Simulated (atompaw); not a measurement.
## platinum: PAW (atompaw) pseudisation with LDA (PW92), scalar-relativistic reference atom.

```json
{
 "Element": "Pt",
 "Generator": "atompaw 4.2.0.5",
 "Type": "PAW",
 "Functional": "LDA (PW92)",
 "Relativity": "scalar-relativistic",
 "Frozen core": "[Xe] 4f14",
 "Valence charge": "10",
 "Reference configuration": "5d9 6s1 6p0",
 "Partial waves": "6s (bound): rc 3.00 bohr; 6s channel at 2.45 Ry: rc 3.00 bohr; 6p (bound, empty): rc 3.00 bohr; 6p channel at 1.55 Ry: rc 3.00 bohr; 5d (bound): rc 2.00 bohr; 5d channel at 0.75 Ry: rc 3.00 bohr",
 "Local potential": "bessel scheme, radius 2.65 bohr",
 "Core correction": "smooth core density matched at 1.75 bohr",
 "Augmentation charge": "besselshape compensation charge, radius 2.90 bohr; PAW radius 3.00 bohr; waves and projectors: custom polynom vanderbiltortho"
}
```

- Cutoffs needed: 35 Ry and 45 Ry (the cutoffs (Ry, on a coarse ladder) from which the occupation-weighted sum of valence levels, in a spherical-Bessel basis at the reference potential, stays within 10 and 1 mRy of its value at 400 Ry)
- Ghost test: no extra level below or beside the all-electron valence levels (s, p, d, f tested) (spherical-Bessel basis up to 400 Ry, 20 bohr box)
- Lowest eigenvalue of the overlap operator: 0.13 (s channel)
- Overlap eigenvalues printed by atompaw (projector basis): 0.0257, 0.0386, 0.754, 5.16, 74.2, 410
- Share of each valence orbital outside the PAW sphere: 6s 40 %, 6p 81 %, 5d 7 %
